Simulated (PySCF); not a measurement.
**Spin states and ions at one geometry of TaH4**

PySCF 2.14.0, UKS PBE, Ta def2-SVP with ECP60, H def2-SVP; non-relativistic Hamiltonian with scalar-relativistic core potentials where named; density fitting; no spin-orbit coupling; singlets restricted, open shells unrestricted. The geometry is relaxed for charge 0, doublet, vacuum:

```xyz
5

Ta    0.0000    0.0000    0.0000
H     1.4860    0.0000    0.9758
H     0.0000    1.4860   -0.9758
H    -1.4860    0.0000    0.9758
H     0.0000   -1.4860   -0.9758
```

Energies count from the relaxed state; an electron taken off or put on is at rest in vacuum. Charges and spins are Mulliken's.

| state | energy (eV) | spin squared | charge on Ta1 (e) | spin on Ta1 (e) | dipole about the centre of mass (D) |
| --- | --- | --- | --- | --- | --- |
| charge 0, doublet, vacuum | 0.00 | 0.75 | 0.74 | 1.15 | 0.00 |
| charge 0, quartet, vacuum | 2.94 | 3.75 | 0.48 | 2.40 | 0.00 |
| charge +1, triplet, vacuum | 10.56 | 2.01 | 1.03 | 1.35 | 0.00 |
| charge -1, triplet, vacuum | -1.05 | 2.01 | -0.03 | 2.23 | 0.00 |

Task: What does the state charge +1, singlet, vacuum give?

Result: energy (eV) 7.75, spin squared 0.00, charge on Ta1 (e) 1.23, spin on Ta1 (e) 0.00, dipole about the centre of mass (D) 0.00.

With an electron taken off (singlet, the lower of the two states computed) the charges change, summed by element, by Ta +0.49 e, H +0.51 e. The vertical ionisation energy is 7.75 eV, against −ε(HOMO) = 4.34 eV over both spins of the relaxed state. The level lies 3.4 eV too high, as is usual for semilocal functionals and global hybrids, which keep a self-interaction error.

With an electron put on (triplet) the charges change, summed by element, by Ta -0.77 e, H -0.23 e. The vertical electron affinity is 1.05 eV, against −ε(LUMO) = 4.21 eV over both spins of the relaxed state. The basis has no diffuse functions, which an added electron needs. The added electron's level lies above zero.

Open shells may have lower solutions than those found. Hard to converge, so the more doubtful: charge 0, quartet, vacuum; charge +1, triplet, vacuum.
